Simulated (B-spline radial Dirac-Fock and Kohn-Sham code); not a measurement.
## Atomic bismuth: differential elastic cross section for electrons at 2.05 keV

Calculated with an atomic code on a B-spline grid, using relativistic (Dirac) partial waves in the static field of the Dirac-Fock atom with Furness-McCarthy exchange, without polarisation or absorption potentials.

```tsv
θ (°)	dσ/dΩ (a₀²/sr)	Sherman function
0	241	0.000
0.5	236	0.000
1	225	0.000
2	186	0.000
4	98.5	0.000
8	22.8	0.001
12	7.18	0.003
16	3.03	0.004
24	1.02	-0.006
32	0.467	-0.028
45	0.197	0.006
60	0.103	0.112
75	0.0474	-0.022
90	0.0413	-0.235
105	0.0748	0.002
120	0.0528	0.190
135	0.00264	0.163
150	0.134	-0.140
165	0.468	-0.045
180	0.660	0.000
```

Question: What integrated cross sections go with this distribution?

Answer: The total elastic cross section is 7.96 a₀², the first transport cross section 1.30 a₀² and the second, weighted with (3/2) sin²θ, 1.22 a₀². The mean deflection is ⟨1 − cos θ⟩ = 0.164, and 7.1 % of the collisions scatter beyond 90°.

On this grid of angles the cross section has minima near 90°, 135°.

Phase shifts modulo π (rad) for κ = −1 to −5: 0.272, 1.377, -0.460, 1.011, -0.288.
